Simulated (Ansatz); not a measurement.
The cluster K5H5. Charge 0, multiplicity 1. Geometry PBE-D4/def2-SVP, basis def2-TZVP, Ansatz.

```xyz
10

K    -4.458    2.524   -0.682
K     4.705   -0.415    2.118
K    -2.404   -0.412   -1.683
K     2.250   -1.894   -0.272
K    -0.081    0.833    1.154
H     2.320    0.195    1.733
H    -2.345    1.665    0.320
H    -4.527    0.797   -2.402
H    -0.133   -1.100   -0.730
H     4.674   -2.192    0.445
```

```json
{"run": "A", "HOMO (eV)": "-3.40", "LUMO (eV)": "-0.94"}
{"run": "B", "HOMO (eV)": "-4.38", "LUMO (eV)": "-0.47"}
{"run": "C", "HOMO (eV)": "-3.49", "LUMO (eV)": "-0.24"}
{"run": "D", "HOMO (eV)": "-4.23", "LUMO (eV)": "-0.69"}
{"run": "E", "HOMO (eV)": "-3.88", "LUMO (eV)": "-0.16"}
```

B3LYP takes the VWN-RPA correlation. Another isomer (singlet) lies 0.38 eV lower at PBE0-D4/def2-TZVP; other spin states weren't run for this one.

Q: The runs used B3LYP, PBE, PBE0, r2SCAN, r2SCANh. Estimate which is which.

A: A PBE (0 % exact exchange); B PBE0 (25 % exact exchange); C r2SCAN (0 % exact exchange); D B3LYP (20 % exact exchange); E r2SCANh (10 % exact exchange). Exact exchange lowers occupied and raises empty levels; among semilocal functionals meta-GGAs tend to open the gap a little, and such runs are hard to tell apart. The gap grows from 2.46 eV (PBE) to 3.91 eV (PBE0).
